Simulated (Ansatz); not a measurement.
Reactions of `[CH3][In]([SiH3])[Cl]`.

Computed with Ansatz on PBE0-D4/def2-TZVP structures; ΔE is electronic, products minus reactants. CBS: MP2 limit from def2 TZ/QZ plus the TZ coupled-cluster correction, frozen cores. This one scheme is used for every species. Elements past krypton have def2 core potentials. For I, In outer-core shells are correlated without core-valence functions, which leaves a few kJ/mol of doubt a bond. Each species was taken in one conformer, which may not be the lowest.

**Question.** Order these by ΔE at CCSD(T)/CBS, lowest first. (An estimate is asked.)
A. `[CH3][In]([SiH3])[Cl]` → `[CH3][InH][Cl]` + `[SiH2]`
B. `[CH3][In]([SiH3])[Cl]` + `N=CCl` → `[SiH3]/N=C/Cl` + `[CH3][InH][Cl]`
C. `[CH3][In]([SiH3])[Cl]` + `FCCI` → `[CH3][In]([Cl])[I]` + `FCC[SiH3]`
D. `[CH3][In]([SiH3])[Cl]` + H₂ → `[CH3][InH][Cl]` + SiH₄
E. `[CH3][In]([SiH3])[Cl]` + `OC1NCS1` → `[CH3][In]([OH])[Cl]` + `[SiH3]C1NCS1`
F. `[CH3][In]([SiH3])[Cl]` + H–F → `[CH3][In]([F])[SiH3]` + HCl

**Answer.** C (-1.55 eV), E (-0.38 eV), B (-0.09 eV), D (+0.17 eV), F (+0.59 eV), A (+2.82 eV).

Largest T1 diagnostic: 0.014, for `[CH3][In]([F])[SiH3]`.
